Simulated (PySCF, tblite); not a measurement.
Question: What does the GFN2-xTB structure of `Cl[SiH2]Cl` (dichlorosilane) look like in three dimensions?

Answer: 
```xyz
5
Cl2H2Si angstrom
Cl    -1.619    1.052   -0.048
Si    -0.001   -0.139    0.004
Cl     1.665    0.982   -0.061
H     -0.012   -0.887    1.252
H     -0.024   -1.006   -1.164
```

Orientation and origin are arbitrary. Atoms count from 1 in this order. Si2 (chlorine-bound silicon) is tetrahedral (angles from 108.7° to 112.5°).

Bonds between heavy atoms (Å): Cl1–Si2 2.009, Si2–Cl3 2.009.

The geometry is computed with GFN2-xTB (gas phase).

Point group: C2v (every atom within 0.08 Å of its image). Its GFN2-xTB frequencies are all real (lowest 155 cm⁻¹).


**Question.** Write Cartesian coordinates for `BrCI` (CH2BrI) as optimised with PBE0-D3(BJ)/def2-SVP.

**Answer.** 
```
atom  x, y, z in Å
Br1   -1.695    0.950    0.040
C2    -0.248   -0.306    0.043
I3     1.708    0.567   -0.061
H4    -0.293   -0.882    0.972
H5    -0.354   -0.956   -0.831
```

Orientation and origin are arbitrary. Atoms count from 1 in this order. 

Bonds between heavy atoms (Å): Br1–C2 1.917, C2–I3 2.145.

Computed with PBE0-D3(BJ)/def2-SVP geometry optimisation, gas phase, def2 core potentials past Kr (PySCF 2.14.0).

Point group: Cs (every atom within 0.08 Å of its image). No frequency check.


Write Cartesian coordinates for ethenethiol, `C=CS` as optimised with PBE0-D3(BJ)/def2-SVP.

```
atom  x, y, z in Å
C1    -0.8405    0.3826    0.0583
C2     0.0314   -0.6291    0.0698
S3     1.7706   -0.5726    0.2650
H4    -0.5307    1.4246    0.1788
H5    -1.9063    0.1854   -0.0755
H6    -0.3156   -1.6611   -0.0543
H7     1.8829    0.7682    0.3890
```

Any rigid rotation of these coordinates is as good. Atoms count from 1 in this order. Of the pairs four or more bonds apart, H4···H7 is among the closest relative to their van der Waals radii: 2.51 Å, 105 % of the sum of Bondi's values.

Bonds between heavy atoms (Å): C1=C2 1.336, C2–S3 1.751.

Computed with PBE0-D3(BJ)/def2-SVP geometry optimisation, gas phase in PySCF.

Point group: Cs (tolerance 0.08 Å). No frequency check. The numbers are those of one conformer (C1–C2–S3–H 0°).
